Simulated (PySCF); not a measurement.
Li⁻: script and output

Input:

```python
from pyscf import gto, dft

mol = gto.M(
    atom='Li 0 0 0',
    basis='6-31g*',
    charge=-1,
    spin=0,
    verbose=4,
)
mf = dft.RKS(mol, xc='lc_wpbe')
mf.kernel()
mf.dip_moment()
print('orbital energies (hartree):', mf.mo_energy[..., max(0, mol.nelec[1]-3):mol.nelec[0]+3].round(4))
```

```bash
$ OMP_NUM_THREADS=1 python input.py
```

It prints (some set-up lines removed):

```
PySCF version 2.14.0

[INPUT] Symbol           X                Y                Z      unit          X                Y                Z       unit  Magmom
[INPUT]  1 Li     0.000000000000   0.000000000000   0.000000000000 AA    0.000000000000   0.000000000000   0.000000000000 Bohr   0.0

nuclear repulsion = 0
number of shells = 6
number of NR pGTOs = 27
number of NR cGTOs = 14
basis = 6-31g*
ecp = {}

******** <class 'pyscf.dft.rks.RKS'> ********
method = RKS
initial guess = minao
damping factor = 0
level_shift factor = 0
DIIS = <class 'pyscf.scf.diis.CDIIS'>
SCF conv_tol = 1e-09
SCF max_cycles = 50
XC functionals = lc_wpbe

grids dens level: 3
Initial guess from minao.
tot grids = 13728
init E= -7.41660483719127
  HOMO = -0.100821622372436  LUMO = 0.0372039061385328  gap/eV = 3.75587
cycle= 1 E= -7.46777704789234  delta_E= -0.0512  |g|= 0.0563  |ddm|= 0.913
  HOMO = 0.00473719594779098  LUMO = 0.193248635979015  gap/eV = 5.12966
cycle= 2 E= -7.47335919353065  delta_E= -0.00558  |g|= 0.0188  |ddm|= 0.734
  HOMO = -0.00692400296096074  LUMO = 0.180756786763228  gap/eV = 5.10705
cycle= 3 E= -7.47405870802349  delta_E= -0.0007  |g|= 0.000647  |ddm|= 0.413
  HOMO = -0.00637802416572752  LUMO = 0.180686459614398  gap/eV = 5.09028
cycle= 4 E= -7.47405896180069  delta_E= -2.54e-07  |g|= 3.71e-05  |ddm|= 0.00594
  HOMO = -0.00645485710457627  LUMO = 0.180654772273548  gap/eV = 5.09151
cycle= 5 E= -7.47405896446409  delta_E= -2.66e-09  |g|= 3.59e-07  |ddm|= 0.00086
  HOMO = -0.00645454832799652  LUMO = 0.180654908296378  gap/eV = 5.09151
cycle= 6 E= -7.47405896446428  delta_E= -1.87e-13  |g|= 1.76e-07  |ddm|= 4.21e-06
  HOMO = -0.00645427970905144  LUMO = 0.180655002753543  gap/eV = 5.09150
Extra cycle  E= -7.47405896446431  delta_E= -3.46e-14  |g|= 5.6e-08  |ddm|= 2.76e-06
converged SCF energy = -7.47405896446431

WARN: System has nonzero charge -1; the dipole moment is origin-dependent.
Location of origin: [0. 0. 0.]

Dipole moment(X, Y, Z, Debye): -0.00000, -0.00000, -0.00000
orbital energies (hartree): [-1.8607 -0.0065  0.1807  0.1807  0.1807]
```

In short: E(SCF) = -7.474059 Eh, 6 cycles.

It ran on Arm Neoverse V1 (1 thread, shared host) in 1 s, peak memory 0.11 GiB.

The basis has no diffuse functions, which an anion needs.
